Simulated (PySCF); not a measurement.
Magnetisability: `[Se]=[P@@H](C)CP`, C2H8P2Se

Geometry (Å), atoms numbered from 1 in this order:
```xyz
13

C     1.979    0.039   -0.367
P     0.376    0.384    0.443
Se    0.382    0.199    2.511
C    -0.853   -0.634   -0.477
P    -2.626   -0.241   -0.042
H     2.265   -0.986   -0.131
H     1.925    0.176   -1.445
H     2.723    0.712    0.060
H     0.077    1.665   -0.041
H    -0.711   -0.496   -1.553
H    -0.664   -1.687   -0.238
H    -2.424   -0.279    1.337
H    -2.452    1.148   -0.075
```

Level of theory: GIAO PW91/6-31G magnetisability, non-relativistic, IEF-PCM dichloromethane (PySCF 2.14.0). Geometry: GFN2-xTB.

The calculation is non-relativistic, which matters for the atoms heavier than Zn.

(1) How diamagnetic is it, and how anisotropic?

(2) Split it along the inertial axes a, b, c into diamagnetic and paramagnetic parts about the centre of mass, with the quadrupole moment.

## Answers

(1) Isotropic -1700 × 10⁻³⁰ J/T², or -102.4 × 10⁻⁶ cm³/mol; principal values -1743, -1704, -1653 × 10⁻³⁰ J/T², anisotropy 78 × 10⁻³⁰ J/T² (root of half the summed squared differences of the principal values). The susceptibility is in cgs units.

(2) 
| axis | χ (10⁻⁶ cm³/mol) | diamagnetic (10⁻⁶ cm³/mol) | paramagnetic (10⁻⁶ cm³/mol) | summed x² of all electrons (Å²) | quadrupole Θ (D Å) |
| --- | --- | --- | --- | --- | --- |
| a | -100.3 | -616.3 | 516.0 | 217.0 | -15.10 |
| b | -102.8 | -1023.7 | 920.9 | 121.0 | +11.52 |
| c | -104.0 | -1434.0 | 1329.9 | 24.3 | +3.58 |

Anisotropies 2χaa − χbb − χcc = +6.3 and 2χbb − χaa − χcc = -1.3 × 10⁻⁶ cm³/mol. Θ is traceless in Buckingham's convention.
